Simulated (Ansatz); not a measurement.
Geometry optimisation of La(N(SiH3)2)3 (LaSi6N3H18).

```yaml
crystal:
  periodic: [false, false, false]
  atoms:
    - {symbol: La, position_ang: [-0.007897, -0.000008, 0.721904]}
    - {symbol: N, position_ang: [2.275589, -0.006678, 0.043519]}
    - {symbol: Si, position_ang: [3.101663, 0.133330, 1.543594]}
    - {symbol: Si, position_ang: [2.863207, -0.161251, -1.589676]}
    - {symbol: H, position_ang: [3.941820, -1.037907, 1.984428]}
    - {symbol: H, position_ang: [1.901665, 0.171456, 2.534251]}
    - {symbol: H, position_ang: [3.867334, 1.405762, 1.802589]}
    - {symbol: H, position_ang: [3.629201, 1.051446, -2.061175]}
    - {symbol: H, position_ang: [1.656834, -0.323920, -2.485011]}
    - {symbol: H, position_ang: [3.753455, -1.365250, -1.784694]}
    - {symbol: N, position_ang: [-1.129953, 1.969449, -0.011638]}
    - {symbol: Si, position_ang: [-1.656982, 2.658788, 1.470533]}
    - {symbol: Si, position_ang: [-1.265111, 2.518455, -1.660187]}
    - {symbol: H, position_ang: [-1.047454, 3.975168, 1.879698]}
    - {symbol: H, position_ang: [-1.102370, 1.619472, 2.488104]}
    - {symbol: H, position_ang: [-3.140866, 2.708033, 1.729422]}
    - {symbol: H, position_ang: [-2.693648, 2.605053, -2.141605]}
    - {symbol: H, position_ang: [-0.544202, 1.511336, -2.527088]}
    - {symbol: H, position_ang: [-0.626675, 3.868377, -1.886122]}
    - {symbol: N, position_ang: [-1.149176, -1.977431, 0.040814]}
    - {symbol: Si, position_ang: [-1.524327, -2.429859, -1.599244]}
    - {symbol: Si, position_ang: [-1.515807, -2.722883, 1.544857]}
    - {symbol: H, position_ang: [-0.859597, -3.715418, -2.026596]}
    - {symbol: H, position_ang: [-1.014329, -1.325113, -2.494995]}
    - {symbol: H, position_ang: [-3.006550, -2.580873, -1.845292]}
    - {symbol: H, position_ang: [-2.969416, -2.827506, 1.930421]}
    - {symbol: H, position_ang: [-0.903003, -1.693044, 2.537339]}
    - {symbol: H, position_ang: [-0.833419, -4.029003, 1.861842]}
basis:
  gaussian: {orbitals: def2-SVP}
magnetization: {spin_polarized: true, initial_magnetization: 2}
hamiltonian: {xc: pbe, dispersion: d4}
scf: {lower_state_search: "off"}
output: {orbitals: {seedname: orbitals}}
relax: {f_tol: 0.03, max_steps: 70}
```

```sh
$ ansatz run in.yaml --threads 4 --pin off --events-out ev --progress --plain --max-ram 6963MiB
```

Output, abridged:

```
Functional definition: PBE
mean field -52841.47797436 eV, -1941.8884983176 hartree, gradient 4.7e-6 eV, S^2 2.003866; 0 other end points of the search recorded, 0 dependent functions left out
relax step   1: F+E_penalty+E_count = -52842.48478545 eV  Δ(F+E_penalty+E_count) = +0.000e0 eV  max|allowed force component| = 1.017e0 eV/Å  Δτ_max = 0.0000 Å  (45 SCF iters, accepted)
mean field -52841.69607375 eV, -1941.8965133222 hartree, gradient 4.9e-6 eV, S^2 2.004298; 0 other end points of the search recorded, 0 dependent functions left out
relax step   2: F+E_penalty+E_count = -52842.68024709 eV  Δ(F+E_penalty+E_count) = -1.955e-1 eV  max|allowed force component| = 4.397e-1 eV/Å  Δτ_max = 0.1935 Å  (29 SCF iters, accepted)
mean field -52841.73853961 eV, -1941.8980739138 hartree, gradient 1.8e-6 eV, S^2 2.004373; 0 other end points of the search recorded, 0 dependent functions left out
relax step   3: F+E_penalty+E_count = -52842.70915876 eV  Δ(F+E_penalty+E_count) = -2.891e-2 eV  max|allowed force component| = 3.640e-1 eV/Å  Δτ_max = 0.1442 Å  (26 SCF iters, accepted)
mean field -52841.80912498 eV, -1941.9006678784 hartree, gradient 2.9e-6 eV, S^2 2.004365; 0 other end points of the search recorded, 0 dependent functions left out
relax step   4: F+E_penalty+E_count = -52842.79919611 eV  Δ(F+E_penalty+E_count) = -9.004e-2 eV  max|allowed force component| = 1.059e-1 eV/Å  Δτ_max = 0.2000 Å  (27 SCF iters, accepted)
mean field -52841.81639556 eV, -1941.9009350672 hartree, gradient 2.4e-6 eV, S^2 2.004357; 0 other end points of the search recorded, 0 dependent functions left out
relax step   5: F+E_penalty+E_count = -52842.80782947 eV  Δ(F+E_penalty+E_count) = -8.633e-3 eV  max|allowed force component| = 5.691e-2 eV/Å  Δτ_max = 0.0416 Å  (23 SCF iters, accepted)
mean field -52841.81917293 eV, -1941.9010371339 hartree, gradient 1.8e-6 eV, S^2 2.004340; 0 other end points of the search recorded, 0 dependent functions left out
relax step   6: F+E_penalty+E_count = -52842.81135396 eV  Δ(F+E_penalty+E_count) = -3.524e-3 eV  max|allowed force component| = 5.690e-2 eV/Å  Δτ_max = 0.0882 Å  (24 SCF iters, accepted)
mean field -52841.82462773 eV, -1941.9012375937 hartree, gradient 5.6e-6 eV, S^2 2.004288; 0 other end points of the search recorded, 0 dependent functions left out
relax step   7: F+E_penalty+E_count = -52842.81851014 eV  Δ(F+E_penalty+E_count) = -7.156e-3 eV  max|allowed force component| = 1.097e-1 eV/Å  Δτ_max = 0.1963 Å  (23 SCF iters, accepted)
mean field -52841.82725161 eV, -1941.9013340197 hartree, gradient 1.9e-6 eV, S^2 2.004255; 0 other end points of the search recorded, 0 dependent functions left out
relax step   8: F+E_penalty+E_count = -52842.82288276 eV  Δ(F+E_penalty+E_count) = -4.373e-3 eV  max|allowed force component| = 1.016e-1 eV/Å  Δτ_max = 0.0661 Å  (25 SCF iters, accepted)
mean field -52841.83435713 eV, -1941.9015951426 hartree, gradient 5.5e-6 eV, S^2 2.004191; 0 other end points of the search recorded, 0 dependent functions left out
relax step   9: F+E_penalty+E_count = -52842.83443930 eV  Δ(F+E_penalty+E_count) = -1.156e-2 eV  max|allowed force component| = 6.988e-2 eV/Å  Δτ_max = 0.1956 Å  (23 SCF iters, accepted)
mean field -52841.83533660 eV, -1941.9016311376 hartree, gradient 4.8e-6 eV, S^2 2.004151; 0 other end points of the search recorded, 0 dependent functions left out
relax step  10: F+E_penalty+E_count = -52842.83881296 eV  Δ(F+E_penalty+E_count) = -4.374e-3 eV  max|allowed force component| = 1.316e-1 eV/Å  Δτ_max = 0.1948 Å  (23 SCF iters, accepted)
mean field -52841.84013394 eV, -1941.9018074367 hartree, gradient 2.5e-6 eV, S^2 2.004131; 0 other end points of the search recorded, 0 dependent functions left out
relax step  11: F+E_penalty+E_count = -52842.84406469 eV  Δ(F+E_penalty+E_count) = -5.252e-3 eV  max|allowed force component| = 1.055e-1 eV/Å  Δτ_max = 0.0207 Å  (24 SCF iters, accepted)
mean field -52841.84308411 eV, -1941.9019158534 hartree, gradient 2.6e-6 eV, S^2 2.004080; 0 other end points of the search recorded, 0 dependent functions left out
relax step  12: F+E_penalty+E_count = -52842.84825364 eV  Δ(F+E_penalty+E_count) = -4.189e-3 eV  max|allowed force component| = 6.427e-2 eV/Å  Δτ_max = 0.0592 Å  (25 SCF iters, accepted)
mean field -52841.84597116 eV, -1941.9020219507 hartree, gradient 1.4e-6 eV, S^2 2.004037; 0 other end points of the search recorded, 0 dependent functions left out
relax step  13: F+E_penalty+E_count = -52842.85260027 eV  Δ(F+E_penalty+E_count) = -4.347e-3 eV  max|allowed force component| = 2.504e-2 eV/Å  Δτ_max = 0.1107 Å  (25 SCF iters, accepted)
mean field -52841.84578401 eV, -1941.9020150728 hartree, gradient 5.8e-6 eV, S^2 2.003982; 0 other end points of the search recorded, 0 dependent functions left out
relax step  14: F+E_penalty+E_count = -52842.85386088 eV  Δ(F+E_penalty+E_count) = -1.261e-3 eV  max|allowed force component| = 8.896e-2 eV/Å  Δτ_max = 0.1961 Å  (25 SCF iters, accepted)
mean field -52841.85071570 eV, -1941.9021963090 hartree, gradient 2.5e-6 eV, S^2 2.003971; 0 other end points of the search recorded, 0 dependent functions left out
relax step  15: F+E_penalty+E_count = -52842.85738284 eV  Δ(F+E_penalty+E_count) = -3.522e-3 eV  max|allowed force component| = 2.776e-2 eV/Å  Δτ_max = 0.0280 Å  (24 SCF iters, accepted)
mean field -52841.85450084 eV, -1941.9023354105 hartree, gradient 2.8e-6 eV, S^2 2.003937; 0 other end points of the search recorded, 0 dependent functions left out
relax step  16: F+E_penalty+E_count = -52842.85979566 eV  Δ(F+E_penalty+E_count) = -2.413e-3 eV  max|allowed force component| = 1.602e-2 eV/Å  Δτ_max = 0.0526 Å  (22 SCF iters, accepted)
mean field -52841.86402122 eV, -1941.9026852781 hartree, gradient 6.2e-6 eV, S^2 2.003871; 0 other end points of the search recorded, 0 dependent functions left out
relax step  17: F+E_penalty+E_count = -52842.86387562 eV  Δ(F+E_penalty+E_count) = -4.080e-3 eV  max|allowed force component| = 6.717e-2 eV/Å  Δτ_max = 0.1976 Å  (23 SCF iters, accepted)
mean field -52841.86811655 eV, -1941.9028357785 hartree, gradient 2.2e-6 eV, S^2 2.003826; 0 other end points of the search recorded, 0 dependent functions left out
relax step  18: F+E_penalty+E_count = -52842.86608422 eV  Δ(F+E_penalty+E_count) = -2.209e-3 eV  max|allowed force component| = 7.718e-2 eV/Å  Δτ_max = 0.1040 Å  (24 SCF iters, accepted)
mean field -52841.87247952 eV, -1941.9029961146 hartree, gradient 1.7e-6 eV, S^2 2.003808; 0 other end points of the search recorded, 0 dependent functions left out
relax step  19: F+E_penalty+E_count = -52842.86914240 eV  Δ(F+E_penalty+E_count) = -3.058e-3 eV  max|allowed force component| = 5.703e-2 eV/Å  Δτ_max = 0.0730 Å  (23 SCF iters, accepted)
mean field -52841.87856959 eV, -1941.9032199208 hartree, gradient 5.5e-6 eV, S^2 2.003765; 0 other end points of the search recorded, 0 dependent functions left out
[...]
mean field -52841.89054752 eV, -1941.9036601014 hartree, gradient 3.0e-6 eV, S^2 2.003637; 0 other end points of the search recorded, 0 dependent functions left out
relax step  24: F+E_penalty+E_count = -52842.88515017 eV  Δ(F+E_penalty+E_count) = -3.710e-3 eV  max|allowed force component| = 9.561e-2 eV/Å  Δτ_max = 0.0445 Å  (24 SCF iters, accepted)
mean field -52841.89774972 eV, -1941.9039247776 hartree, gradient 1.6e-6 eV, S^2 2.003541; 0 other end points of the search recorded, 0 dependent functions left out
relax step  25: F+E_penalty+E_count = -52842.89417446 eV  Δ(F+E_penalty+E_count) = -9.024e-3 eV  max|allowed force component| = 6.462e-2 eV/Å  Δτ_max = 0.1454 Å  (24 SCF iters, accepted)
mean field -52841.91175834 eV, -1941.9044395846 hartree, gradient 6.0e-6 eV, S^2 2.003492; 0 other end points of the search recorded, 0 dependent functions left out
relax step  26: F+E_penalty+E_count = -52842.90528999 eV  Δ(F+E_penalty+E_count) = -1.112e-2 eV  max|allowed force component| = 1.044e-1 eV/Å  Δτ_max = 0.1954 Å  (24 SCF iters, accepted)
mean field -52841.92262166 eV, -1941.9048388045 hartree, gradient 5.6e-6 eV, S^2 2.003404; 0 other end points of the search recorded, 0 dependent functions left out
relax step  27: F+E_penalty+E_count = -52842.91880780 eV  Δ(F+E_penalty+E_count) = -1.352e-2 eV  max|allowed force component| = 1.431e-1 eV/Å  Δτ_max = 0.1943 Å  (24 SCF iters, accepted)
mean field -52841.92976226 eV, -1941.9051012166 hartree, gradient 6.5e-6 eV, S^2 2.003336; 0 other end points of the search recorded, 0 dependent functions left out
relax step  28: F+E_penalty+E_count = -52842.92894938 eV  Δ(F+E_penalty+E_count) = -1.014e-2 eV  max|allowed force component| = 2.437e-1 eV/Å  Δτ_max = 0.1788 Å  (25 SCF iters, accepted)
mean field -52841.94848232 eV, -1941.9057891662 hartree, gradient 4.1e-6 eV, S^2 2.003248; 0 other end points of the search recorded, 0 dependent functions left out
relax step  29: F+E_penalty+E_count = -52842.95119573 eV  Δ(F+E_penalty+E_count) = -2.225e-2 eV  max|allowed force component| = 1.767e-1 eV/Å  Δτ_max = 0.0943 Å  (25 SCF iters, accepted)
mean field -52841.96937119 eV, -1941.9065568181 hartree, gradient 2.7e-6 eV, S^2 2.003076; 0 other end points of the search recorded, 0 dependent functions left out
relax step  30: F+E_penalty+E_count = -52842.97996237 eV  Δ(F+E_penalty+E_count) = -2.877e-2 eV  max|allowed force component| = 1.603e-1 eV/Å  Δτ_max = 0.1940 Å  (27 SCF iters, accepted)
mean field -52841.97354979 eV, -1941.9067103785 hartree, gradient 2.0e-6 eV, S^2 2.002997; 0 other end points of the search recorded, 0 dependent functions left out
relax step  31: F+E_penalty+E_count = -52842.98875806 eV  Δ(F+E_penalty+E_count) = -8.796e-3 eV  max|allowed force component| = 1.840e-1 eV/Å  Δτ_max = 0.1932 Å  (28 SCF iters, accepted)
mean field -52841.98380964 eV, -1941.9070874211 hartree, gradient 1.3e-6 eV, S^2 2.003013; 0 other end points of the search recorded, 0 dependent functions left out
relax step  32: F+E_penalty+E_count = -52842.99789499 eV  Δ(F+E_penalty+E_count) = -9.137e-3 eV  max|allowed force component| = 6.275e-2 eV/Å  Δτ_max = 0.0534 Å  (26 SCF iters, accepted)
mean field -52841.98817199 eV, -1941.9072477345 hartree, gradient 1.3e-6 eV, S^2 2.003017; 0 other end points of the search recorded, 0 dependent functions left out
relax step  33: F+E_penalty+E_count = -52843.00135357 eV  Δ(F+E_penalty+E_count) = -3.459e-3 eV  max|allowed force component| = 5.500e-2 eV/Å  Δτ_max = 0.0635 Å  (24 SCF iters, accepted)
mean field -52841.99194179 eV, -1941.9073862720 hartree, gradient 4.6e-6 eV, S^2 2.003016; 0 other end points of the search recorded, 0 dependent functions left out
relax step  34: F+E_penalty+E_count = -52843.00435863 eV  Δ(F+E_penalty+E_count) = -3.005e-3 eV  max|allowed force component| = 4.736e-2 eV/Å  Δτ_max = 0.1022 Å  (24 SCF iters, accepted)
mean field -52841.99365686 eV, -1941.9074493000 hartree, gradient 1.7e-6 eV, S^2 2.003012; 0 other end points of the search recorded, 0 dependent functions left out
relax step  35: F+E_penalty+E_count = -52843.00610726 eV  Δ(F+E_penalty+E_count) = -1.749e-3 eV  max|allowed force component| = 3.669e-2 eV/Å  Δτ_max = 0.0706 Å  (24 SCF iters, accepted)
mean field -52841.99452435 eV, -1941.9074811794 hartree, gradient 1.6e-6 eV, S^2 2.003010; 0 other end points of the search recorded, 0 dependent functions left out
relax step  36: F+E_penalty+E_count = -52843.00705197 eV  Δ(F+E_penalty+E_count) = -9.447e-4 eV  max|allowed force component| = 1.557e-2 eV/Å  Δτ_max = 0.0574 Å  (25 SCF iters, accepted)
Total energy: -52843.00715450 eV, -1941.9446946513 hartree
Atom 0 at     0.000814     0.000321     0.061857 Å, force    -0.010510     0.003381     0.005218 eV/Å
Atom 1 at     2.431771    -0.195848     0.066541 Å, force     0.009341    -0.008100    -0.012675 eV/Å
Atom 2 at     3.339522     1.121814     0.767429 Å, force     0.005252    -0.005653     0.004208 eV/Å
Atom 3 at     3.054018    -1.644104    -0.686716 Å, force     0.001722    -0.003663     0.005268 eV/Å
Atom 4 at     4.250225     0.669315     1.882990 Å, force    -0.003405     0.001921     0.001368 eV/Å
Atom 5 at     2.338568     2.106101     1.330262 Å, force     0.000134    -0.001254    -0.004621 eV/Å
Atom 6 at     4.184855     1.841608    -0.258365 Å, force    -0.002747     0.000997     0.001109 eV/Å
Atom 7 at     3.982413    -1.356823    -1.842371 Å, force    -0.010122    -0.001027     0.014219 eV/Å
Atom 8 at     1.856465    -2.410507    -1.208103 Å, force     0.007547     0.003882     0.001030 eV/Å
Atom 9 at     3.786552    -2.531498     0.294873 Å, force    -0.006912     0.011589    -0.011849 eV/Å
Atom 10 at    -1.045270     2.203512    -0.012199 Å, force     0.004427     0.005311    -0.008336 eV/Å
Atom 11 at    -2.640074     2.345413     0.686124 Å, force    -0.000140     0.001632     0.002459 eV/Å
Atom 12 at    -0.106087     3.446946    -0.801659 Å, force     0.007248     0.002330     0.000798 eV/Å
Atom 13 at    -2.708111     3.392751     1.770899 Å, force     0.000504    -0.003427     0.001671 eV/Å
Atom 14 at    -2.983987     1.001341     1.289095 Å, force     0.000829     0.002744    -0.002640 eV/Å
Atom 15 at    -3.689168     2.680140    -0.349358 Å, force     0.000669    -0.001357     0.000966 eV/Å
Atom 16 at    -0.818785     4.064760    -1.980881 Å, force     0.005539    -0.006490     0.015566 eV/Å
Atom 17 at     1.162528     2.785251    -1.296818 Å, force    -0.005885     0.004543    -0.000613 eV/Å
Atom 18 at     0.285482     4.558748     0.145967 Å, force    -0.008118    -0.010630    -0.010501 eV/Å
Atom 19 at    -1.388655    -2.005282     0.048249 Å, force    -0.000537    -0.002569    -0.012223 eV/Å
Atom 20 at    -2.927451    -1.833889    -0.760113 Å, force    -0.010089     0.005118     0.001878 eV/Å
Atom 21 at    -0.721084    -3.435928     0.795492 Å, force    -0.000554     0.001333     0.007083 eV/Å
Atom 22 at    -3.100799    -2.796121    -1.910728 Å, force     0.003917     0.006789     0.014360 eV/Å
Atom 23 at    -2.978264    -0.420681    -1.301420 Å, force    -0.001547    -0.007598     0.000527 eV/Å
Atom 24 at    -4.094743    -2.016211     0.184327 Å, force     0.014682    -0.000230    -0.011440 eV/Å
Atom 25 at    -1.601963    -3.982220     1.892681 Å, force     0.001960    -0.000440     0.000177 eV/Å
Atom 26 at     0.611199    -3.045093     1.395934 Å, force    -0.001186     0.000917    -0.003167 eV/Å
Atom 27 at    -0.479985    -4.543835    -0.203996 Å, force    -0.002021    -0.000048     0.000160 eV/Å
Dipole moment:    -0.000972    -0.001742    -0.015752 e Å
Checks for a lower state left out: stability, starts, cluster_reference, orbital_swaps, neighbouring_geometries, increment
```

Hardware: 4 threads of Arm Neoverse V1 on a shared host. Wall time 7.1 min.

In the def2 sets La takes a core potential; there is no spin–orbit coupling. The relaxation made no stability test and no search for a lower SCF solution. At PBE-D4/def2-SVP a singlet of charge 0 lies 3.26 eV below the triplet, each at its own geometry.
